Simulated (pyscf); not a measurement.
Structures and frequencies: ωB97X-D3(BJ)/def2-SVP in PySCF.

Task: `[SiH3][Cl]` + `[S]=[Sb][Cl]` -> `[SiH3][S][Sb]([Cl])[Cl]`
Surface: singlet. Broken: Cl–Si. Formed: Cl–Sb, S–Si. Give ΔE‡ and ΔE from ωB97M-D3(BJ)/def2-TZVP, relative to the separated reactants.

Result: ΔE‡ = 7.7 kcal/mol, ΔE = -27.0 kcal/mol. Zero-point energy shifts the barrier by +0.7 kcal/mol. It is an addition across a multiple bond or ene-type step, with an imaginary mode of 261i cm⁻¹. On the reactant side the descent ends in a bound adduct, 8.2 kcal/mol under the separated species and 8.6 kcal/mol under the saddle at ωB97X-D3(BJ)/def2-TZVP. At ωB97X-D3(BJ) the barrier from the zero used here is 0.4 kcal/mol. This is the saddle that the search found; another between the same sides may lie lower. Elements past Kr carry the def2 core potentials, without spin-orbit coupling.
